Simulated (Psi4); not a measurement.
Cl3Sc, triplet, at a GFN2-xTB geometry (such geometries of metal compounds can be far from the true shape) (the multiplicity is a formal guess); HF/def2-SVP (Psi4).

Here is a job for Psi4.
```
memory 2 GB

molecule {
0 3
  Sc   -0.30552139   -0.02338124    0.21340739
  Cl    1.77321599   -0.12643045   -0.81540043
  Cl   -0.59284853   -1.15055849    2.19835470
  Cl   -0.80295868    1.30587166   -1.64657517
}

set basis def2-svp
set reference uhf
set scf_type dfdirj+cosx

energy('scf')
print_variables()
```

Q: Write the output that Psi4 gives for this input, abridged.

A: 
```
   => Loading Basis Set <=

    Name: DEF2-SVP
    Role: ORBITAL
    Keyword: BASIS

         ---------------------------------------------------------
                                   SCF
               by Justin Turney, Rob Parrish, Andy Simmonett
                          and Daniel G. A. Smith
                              UHF Reference
         ---------------------------------------------------------

  ==> Geometry <==

    Molecular point group: c1
    Full point group: C1

    Geometry (in Angstrom), charge = 0, multiplicity = 3:

       Center              X                  Y                   Z               Mass
    ------------   -----------------  -----------------  -----------------  -----------------
         SC          -0.301935171443    -0.023106793027     0.210902408971    44.955908280000
         CL           1.776802208557    -0.126156003027    -0.817905411029    34.968852682000
         CL          -0.589262311443    -1.150284043027     2.195849718971    34.968852682000
         CL          -0.799372461443     1.306146106973    -1.649080151029    34.968852682000

  Running in c1 symmetry.

  Rotational constants: A =      0.10740  B =      0.04349  C =      0.03095 [cm^-1]
  Rotational constants: A =   3219.75464  B =   1303.76994  C =    927.99746 [MHz]
  Nuclear repulsion =  366.209620572814913

  Charge       = 0
  Multiplicity = 3
  Electrons    = 72
  Nalpha       = 37
  Nbeta        = 35

  ==> Algorithm <==

  SCF Algorithm Type is DFDIRJ+COSX.
  DIIS enabled.
  MOM disabled.
  Fractional occupation disabled.
  Guess Type is SAD.
  Energy threshold   = 1.00e-06
  Density threshold  = 1.00e-06
  Integral threshold = 1.00e-12

  ==> Primary Basis <==

  Basis Set: DEF2-SVP
    Blend: DEF2-SVP
    Number of shells: 35
    Number of basis functions: 85
    Number of Cartesian functions: 93
    Spherical Harmonics?: true
    Max angular momentum: 3

   => Loading Basis Set <=

    Name: (DEF2-SVP AUX)
    Role: JKFIT
    Keyword: DF_BASIS_SCF

  ==> Integral Setup <==

  ==> CompositeJK: Mix-and-Match J+K Algorithm Combos <==

    J tasked:                  Yes
    J algorithm:           DF-DirJ
    K tasked:                  Yes
    K algorithm:              COSX
    wK tasked:                  No
    Integrals threads:           1
    Incremental Fock:           No
    Screening Type:           CSAM

  ==> DF-DirJ: Integral-Direct Density-Fitted J <==

    J Screening Cutoff:      1E-12

  ==> COSX: Chain-of-Spheres Semi-Numerical K <==

    K Screening Cutoff:       1E-12
    K Density Cutoff:         1E-10
    K Basis Cutoff:           1E-10
    K Overlap Fitting:          Yes

  Minimum eigenvalue in the overlap matrix is 1.5346914873E-02.
  Reciprocal condition number of the overlap matrix is 4.6705486513E-03.
    Using symmetric orthogonalization.

  ==> Pre-Iterations <==

  SCF Guess: Superposition of Atomic Densities via on-the-fly atomic UHF (no occupation information).

   -------------------------
    Irrep   Nso     Nmo
   -------------------------
     A         85      85
   -------------------------
    Total      85      85
   -------------------------

  ==> Iterations <==

                        Total Energy        Delta E     RMS |[F,P]|

   @UHF iter SAD: -2136.84303046196055   -2.13684e+03   0.00000e+00
   @UHF iter   1: -2137.68771731402649   -8.44687e-01   4.06739e-03 ADIIS/DIIS
   @UHF iter   2: -2137.78610130589459   -9.83840e-02   2.90710e-03 ADIIS/DIIS
   @UHF iter   3: -2137.82970930142938   -4.36080e-02   6.69368e-04 ADIIS/DIIS
   @UHF iter   4: -2137.84169917068721   -1.19899e-02   4.33580e-04 ADIIS/DIIS
   @UHF iter   5: -2137.84885745682368   -7.15829e-03   2.62074e-04 ADIIS/DIIS
   @UHF iter   6: -2137.85180250730264   -2.94505e-03   1.83253e-04 ADIIS/DIIS
   @UHF iter   7: -2137.85302527887870   -1.22277e-03   1.54286e-04 ADIIS/DIIS
   @UHF iter   8: -2137.85441925797613   -1.39398e-03   1.43628e-04 ADIIS/DIIS
   @UHF iter   9: -2137.85642136284514   -2.00210e-03   1.19965e-04 ADIIS/DIIS
   @UHF iter  10: -2137.85886127010599   -2.43991e-03   9.58050e-05 DIIS
   @UHF iter  11: -2137.85904112033450   -1.79850e-04   9.20613e-05 DIIS
   @UHF iter  12: -2137.86012632549682   -1.08521e-03   3.98922e-05 DIIS
   @UHF iter  13: -2137.86025496278035   -1.28637e-04   4.24440e-05 DIIS
   @UHF iter  14: -2137.86032119993160   -6.62372e-05   3.81595e-05 DIIS
   @UHF iter  15: -2137.86034674234952   -2.55424e-05   2.93087e-05 DIIS
   @UHF iter  16: -2137.86036579976826   -1.90574e-05   1.36628e-05 DIIS
   @UHF iter  17: -2137.86037215824126   -6.35847e-06   3.01992e-06 DIIS
   @UHF iter  18: -2137.86037215694205    1.29921e-09   2.11148e-06 DIIS
   @UHF iter  19: -2137.86037195306972    2.03872e-07   1.58501e-06 DIIS
   @UHF iter  20: -2137.86037161307149    3.39998e-07   8.56819e-07 DIIS
  Energy and wave function converged with early screening.
  Continuing SCF iterations with tighter screening.

   @UHF iter  21: -2137.86077866946562   -4.07056e-04   1.01185e-03 ADIIS/DIIS
  Energy and wave function converged.

  ==> Post-Iterations <==

   @Spin Contamination Metric:   1.491843069E-02
   @S^2 Expected:                2.000000000E+00
   @S^2 Observed:                2.014918431E+00
   @S   Expected:                1.000000000E+00
   @S   Observed:                1.000000000E+00

    Orbital Energies [Eh]
    ---------------------

    Alpha Occupied:

[...]
      37A     -0.346697

    Alpha Virtual:

[...]
    Beta Occupied:

[...]
    Beta Virtual:

[...]
    Final Occupation by Irrep:
              A
    DOCC [    35 ]
    SOCC [     2 ]
    NA   [    37 ]
    NB   [    35 ]

  @UHF Final Energy: -2137.86077866946562

   => Energetics <=

    Nuclear Repulsion Energy =            366.2096205728149130
    One-Electron Energy =               -3678.3079065530509979
    Two-Electron Energy =                1174.2375073107702974
    Total Energy =                      -2137.8607786694656170

  UHF NO Occupations:
  HONO-2 :   35  A 1.9960490
  HONO-1 :   36  A 1.0000000
  HONO-0 :   37  A 1.0000000
  LUNO+0 :   38  A 0.0039510
  LUNO+1 :   39  A 0.0021074
  LUNO+2 :   40  A 0.0006195
  LUNO+3 :   41  A 0.0003599

Computation Completed

Properties will be evaluated at   0.000000,   0.000000,   0.000000 [a0]

Properties computed using the SCF density matrix

 Multipole Moments:

 ------------------------------------------------------------------------------------
     Multipole            Electronic (a.u.)      Nuclear  (a.u.)        Total (a.u.)
 ------------------------------------------------------------------------------------

 L = 1.  Multiply by 2.5417464519 to convert [e a0] to [Debye]
 Dipole X            :          0.2911965            0.4879420            0.7791385
 Dipole Y            :          0.0345721            0.0373417            0.0719138
 Dipole Z            :         -0.2232208           -0.3408286           -0.5640494
 Magnitude           :                                                    0.9645622

 ------------------------------------------------------------------------------------

  Variable Map:
  ----------------------------------------------------------------------------
[...]
  Array Variable Map:
  ----------------------------------------------------------------------------
[...]
[...]
```
